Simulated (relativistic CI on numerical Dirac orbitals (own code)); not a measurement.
**Electric-dipole transitions in Ag41+**

Computed by Dirac-Coulomb-Breit CI, orbitals from a KLI potential per configuration, model QED (radiative potential, 1s self-energy scaled to tabulated hydrogen-like ionisation energies), unscaled Slater integrals (own radial code, finite nucleus).

CI space (outside the closed core 1s2): 2s2 2p2, 2s 2p3, 2p4, 2p3 3s, 2p3 3p, 2p3 3d, 2s2 2p 3s, 2s2 2p 3p, 2s2 2p 3d, 2s 2p2 3s, 2s 2p2 3p, 2s 2p2 3d, 2s2 2p 4s, 2s2 2p 4p, 2s2 2p 4d, 2s2 2p 4f. Levels of other configurations are missing.

```csv
λ vac (nm),Lower,Upper,A (s⁻¹),gf,Branching (%)
0.32212,2s2 2p2 3P_0 [1],2s2 2p 3d 3D°_1 [30],3.20e+14,1.49e+00,90.2
0.32225,2s2 2p2 1D_2 [3],2s2 2p 3d 3F°_3 [56],2.50e+14,2.73e+00,98.3
0.32290,2s 2p3 5S°_2 [4],2s 2p2 3d 5P_1 [98],3.16e+14,1.48e+00,93.1
0.32303,2s 2p3 5S°_2 [4],2s 2p2 3d 3F_3 [97],1.25e+14,1.36e+00,42.0
0.32315,2s 2p3 5S°_2 [4],2s 2p2 3d 5P_2 [95],2.60e+14,2.04e+00,87.4
0.32319,2s 2p3 1D°_2 [12],2s 2p2 3d 3F_3 [172],2.28e+14,2.49e+00,96.4
0.32341,2s 2p3 3D°_1 [6],2s 2p2 3d 3F_2 [112],3.07e+14,2.41e+00,91.3
0.32342,2s 2p3 3D°_3 [9],2s 2p2 3d 3F_4 [152],1.25e+14,1.77e+00,99.6
0.33564,2s 2p3 3P°_2 [14],2s 2p2 3d 3D_3 [181],3.06e+14,3.62e+00,93.6
0.33614,2s2 2p2 3P_2 [5],2s2 2p 3d 1F°_3 [66],3.75e+14,4.45e+00,94.9
0.33672,2s2 2p2 3P_1 [2],2s2 2p 3d 3P°_2 [31],2.07e+14,1.76e+00,87.5
0.33726,2s2 2p2 3P_2 [5],2s2 2p 3d 3P°_2 [62],1.83e+14,1.56e+00,89.7
0.33772,2s2 2p2 1D_2 [3],2s2 2p 3d 3F°_3 [32],2.01e+14,2.40e+00,100.0
0.33833,2s 2p3 1P°_1 [17],2s 2p2 3d 1D_2 [185],3.99e+14,3.42e+00,89.6
0.33834,2s 2p3 3D°_3 [9],2s 2p2 3d 3F_4 [102],2.78e+14,4.30e+00,99.8
0.33841,2s 2p3 5S°_2 [4],2s 2p2 3d 3D_3 [46],2.00e+14,2.40e+00,99.6
0.33873,2s 2p3 3D°_1 [11],2s 2p2 3d 3P_2 [117],2.45e+14,2.10e+00,72.9
0.33952,2s 2p3 1D°_2 [12],2s 2p2 3d 1F_3 [119],2.87e+14,3.47e+00,98.3
0.34098,2p4 3P_2 [15],2p3 3d 3D°_3 [163],3.07e+14,3.74e+00,99.1
0.34197,2s 2p3 3D°_1 [6],2s 2p2 3d 3F_2 [50],1.83e+14,1.61e+00,97.3
```

Terms are leading LS components. Brackets give the number of a level in order of energy, since labels repeat. The list gives strong lines, with weight on those to low levels, without lines whose two gauges differ by over a factor of 2.5, among the lowest 200 of 274 levels, so that lines to higher ones, which can be the strongest, are missing. Levels whose partners in the same complex of configurations lie outside the list can be far off, and so can their lines. Rates are taken at the computed energies, electric ones in the length gauge.

At this charge energies of transitions that change n are usually good to better than 1 %, and those within a shell (Δn = 0) to a few per cent.

LS names give the leading component of a level, which can be under half, so a name can repeat, a term be missing and a line seem to break the LS rules.
